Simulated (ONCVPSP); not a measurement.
## cerium, ONCV: configuration errors across variants

```
Element                 : Ce
Generator               : ONCVPSP 4.0.1
Type                    : optimised norm-conserving Vanderbilt (ONCV)
Functional              : PBEsol
Relativity              : scalar-relativistic
Frozen core             : [Kr] 4d10
Valence charge          : 12
Reference configuration : 4f1 5s2 5p6 5d1 6s1.75 (charge +0.25)
Partial waves           : 5s+6s: rc 2.50 bohr, ncon 4, nbas 8, qcut 4.2 1/bohr, 2 projectors; 5p: rc 3.00 bohr, ncon 5, nbas 9, qcut 5 1/bohr, 2 projectors, debl 2.5 Ha; 5d: rc 3.10 bohr, ncon 4, nbas 9, qcut 5.5 1/bohr, 2 projectors, debl 3.2 Ha; 4f: rc 1.20 bohr, ncon 4, nbas 9, qcut 11.5 1/bohr, 3 projectors, debl 3 Ha
Local potential         : polynomial inside 1.00 bohr (lpopt 3, dvloc0 -1 Ha)
Core correction         : none
```

All-electron excitation energies from the reference (eV): (1) 4f1 5s2 5p6 5d1 6s2 -1.084; (2) 4f1 5s2 5p6 5d1 6s1 5.019; (3) 4f1 5s2 5p6 5d1 6s0 16.057; (4) 4f1 5s2 5p6 5d1 6s0 6p1 8.094.

2 further variants failed, have other tests or another functional or relativity, and are left out.

A true bound ghost makes a file unfit for plane-wave use even where its test errors are small: the radial tests pick states by their node count and pass the ghost by.

Errors AE − PS in meV (a dash: test not solved or not reliable):

```csv
change,(1),(2),(3),(4),bound ghosts,GHOST(+) flags above zero
base,+0.2,-1.3,-5.4,+7.6,s,"p, d"
"all radii scaled by about 1.25 (s 3.12, p 3.76, d 3.88, f 1.50 bohr); local potential polynomial inside 1.26 bohr (lpopt 3, dvloc0 -1 Ha)",+0.2,-1.5,-7.0,-3.4,s,p
f: nproj 1,+0.2,-1.3,-5.4,+7.6,s,"p, d"
```

Q: Give the same row for: s: qcut 4.7; p: qcut 5.6; d: qcut 6.1; f: qcut 12.8.

A: +0.2, -1.2, -5.0, +5.3; bound ghosts: s; GHOST(+) flags above zero: p, d.
